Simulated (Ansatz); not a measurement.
One change: `OBN[SiH2]O` becomes `O[SiH2]N[SiH2]Cl`.

Ansatz, PBE0-D4/def2-TZVP geometries, multiplicity 1. Each molecule was computed in one conformer, which needn't be the lowest.

| property | `OBN[SiH2]O` |
| --- | --- |
| LUMO energy (PBE0/def2-TZVPP) / eV | 0.24 |
| size of the dipole moment (B3LYP/def2-TZVPP) / D | 3.22 |
| size of the dipole moment (PBE/def2-TZVPP) / D | 3.15 |
| HOMO–LUMO gap (PBE0/def2-TZVPP) / eV | 8.48 |
| HOMO–LUMO gap (B3LYP/def2-TZVPP) / eV | 7.93 |
| HOMO–LUMO gap (ωB97M-V/def2-TZVPP) / eV | 12.40 |

Q: What does the change do to each property? (Estimate.)

A: Ansatz gave: 
```csv
property,`O[SiH2]N[SiH2]Cl`,shift
LUMO energy (PBE0/def2-TZVPP) / eV,0.17,-0.07
size of the dipole moment (B3LYP/def2-TZVPP) / D,2.02,-1.20
size of the dipole moment (PBE/def2-TZVPP) / D,2.00,-1.15
HOMO–LUMO gap (PBE0/def2-TZVPP) / eV,8.45,-0.03
HOMO–LUMO gap (B3LYP/def2-TZVPP) / eV,7.94,0.01
HOMO–LUMO gap (ωB97M-V/def2-TZVPP) / eV,12.32,-0.08
```

Dipoles are sizes alone; their direction can turn.

B3LYP here is the variant with VWN-RPA as its local correlation; programs differ in this.
